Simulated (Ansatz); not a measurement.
Geometry optimisation, Ansatz, DFT LDA, scalar-relativistic, plane waves, PAW.

Input:

```yaml
crystal:
  lattice:
    - [6.214465, 0.0, 0.0]
    - [0.0, 6.214465, 0.0]
    - [0.0, 0.0, 6.214465]
  atoms:
    - { symbol: O, position: [0.5026214, 0.367896, 0.7955108] }
    - { symbol: H, position: [0.5053774, 0.514533, 0.7427734] }
    - { symbol: H, position: [0.4785607, 0.2822482, 0.6675389] }
    - { symbol: O, position: [0.2076678, 0.3696224, 0.336277] }
    - { symbol: H, position: [0.1626877, 0.5184912, 0.3465791] }
    - { symbol: H, position: [0.1084825, 0.3072936, 0.2334731] }
    - { symbol: O, position: [0.4807354, 0.9783321, 0.9452228] }
    - { symbol: H, position: [0.6317169, 1.0097051, 0.9226046] }
    - { symbol: H, position: [0.4558882, 0.8497144, 0.8607754] }
    - { symbol: O, position: [0.5942968, 0.3070601, 0.2452778] }
    - { symbol: H, position: [0.6792093, 0.4360279, 0.2664543] }
    - { symbol: H, position: [0.6535201, 0.2437704, 0.1157468] }
    - { symbol: O, position: [0.0742416, 0.7161054, 0.023778] }
    - { symbol: H, position: [0.1117847, 0.5663826, 0.0022176] }
    - { symbol: H, position: [0.2065487, 0.7812749, 0.0741669] }
    - { symbol: O, position: [0.6840298, 0.8241078, 0.414814] }
    - { symbol: H, position: [0.605242, 0.7641563, 0.5351866] }
    - { symbol: H, position: [0.7234195, 0.9670152, 0.4629511] }
    - { symbol: S, position: [0.0718289, 0.1619852, 0.8523679] }
    - { symbol: H, position: [-0.0735337, 0.3044775, 0.7814951] }
    - { symbol: H, position: [0.0397795, 0.0279286, 0.6866604] }
basis:
  ecutwfc: 420.0
kpoints:
  mp_grid: { grid: [1, 1, 1] }
hamiltonian:
  xc: lda
scf:
  occupations: { method: fermi_dirac, width: 0.02 }
  lower_state_search: "off"
relax:
  f_tol: 0.3
  max_steps: 15
  adjacent_minimum: "off"
```

Command:

```bash
$ ansatz run input.yaml --threads 1 --pin off --max-ram 3072MiB --backend cpu --events-out ev --progress --plain --runs-dir out
```

Where does it end, and by what steps?

The run ended unconverged. Limits of this set-up: coarse k mesh. After 14 steps the energy has fallen by 3.278 eV; H3 moved furthest, 1.44 Å.

```tsv
step	energy less start (eV)	largest force component (eV/Å)	accepted
0	0.0000	0.907	yes
1	-0.5778	1.416	yes
2	-0.9584	2.479	yes
3	-1.4021	2.132	yes
4	-1.7407	1.520	yes
5	-1.9958	1.783	yes
6	-2.3115	1.205	yes
7	-2.5366	0.988	yes
8	-2.7192	0.836	yes
9	-2.8381	0.491	yes
10	-2.9312	0.389	yes
11	-3.0178	0.586	yes
12	-3.1041	0.680	yes
13	-3.1958	0.414	yes
14	-3.2784	0.369	yes
```

```xyz
21
Lattice="6.2145 0.0000 0.0000 0.0000 6.2145 0.0000 0.0000 0.0000 6.2145" Properties=species:S:1:pos:R:3
O 2.596 3.025 4.294
H 2.973 3.773 3.783
H 1.955 2.617 3.621
O 0.982 2.378 2.323
H 1.075 3.010 1.523
H 0.675 1.527 1.956
O 3.401 5.361 5.669
H 4.235 5.830 5.959
H 3.612 4.406 5.645
O 4.176 1.612 1.578
H 4.660 2.354 2.002
H 3.255 1.927 1.432
O 1.227 3.926 0.254
H 1.584 3.494 -0.578
H 1.760 4.753 0.290
O 4.448 5.593 3.132
H 3.881 5.708 3.934
H 4.274 6.381 2.547
S -0.133 0.753 5.391
H -1.075 1.697 5.121
H -0.439 0.088 4.207
```

Run time: 13 s on 1 thread of AMD EPYC 7B13 (Zen 3) (shared host), peak memory 0.37 GiB.
